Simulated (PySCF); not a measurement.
**Basis-set dependence of excited states**

C2H5B2N.
Geometry (PBE0-D3(BJ)/def2-SVP, Å), atoms numbered from 1 in this order:
```xyz
10
C2H5B2N angstrom
C      2.7450   -0.3033    0.4262
C      1.7128    0.0545   -0.1219
B      0.4154    0.4898   -0.7663
B     -1.0609   -0.2642   -0.4353
N     -1.9312    0.0502    0.6035
H      3.6566   -0.6128    0.9064
H      0.4825    1.3778   -1.5924
H     -1.4048   -1.1577   -1.1904
H     -2.8142   -0.4240    0.7433
H     -1.7515    0.7685    1.2928
```

TDDFT with PBE0 (PySCF), vertical singlets, core orbitals frozen in the response, spherical d and f functions. One conformer (not necessarily the lowest) at the PBE0-D3(BJ)/def2-SVP geometry, without solvent, vibrations or thermal averaging.

```csv
basis,functions,diffuse,S1 (eV),S2 (eV),S3 (eV),S4 (eV),S5 (eV),LUMO (eV),α (au)
6-31G*,80,no,3.51,5.20,5.34,5.46,6.38,-1.69,49.8
def2-SVP,95,no,3.49,5.16,5.31,5.45,6.32,-1.93,53.1
6-31+G*,100,yes,3.48,5.14,5.29,5.40,6.13,-2.04,58.1
def2-SVPD,140,yes,3.49,5.14,5.34,5.41,6.12,-2.09,62.8
aug-cc-pVDZ,160,yes,3.46,5.12,5.29,5.38,6.05,-2.10,64.2
def2-TZVP,185,no,3.48,5.13,5.31,5.39,6.15,-2.07,60.2
def2-TZVPD,230,yes,3.47,5.12,5.31,5.38,6.07,-2.10,64.1
```

Task: Compare the sets with the largest diffuse one.

Result: States are compared by their number. Against the largest diffuse basis here (def2-TZVPD, itself not a converged limit), sets without diffuse functions differ by up to 0.04 eV in S1 and 0.31 eV in S5; the smaller diffuse sets differ by up to 0.01 and 0.07 eV. State by state, the largest deviation of a set without diffuse functions is S1 0.04, S2 0.08, S3 0.03, S4 0.09, S5 0.31 eV. The same number needn't mean the same state in each row. Against def2-TZVPD the polarisability deviates by -22% in 6-31G*, -17% in def2-SVP, -9% in 6-31+G*, -2% in def2-SVPD, 0% in aug-cc-pVDZ, -6% in def2-TZVP. A single + in a Pople set puts diffuse functions on heavy atoms only.
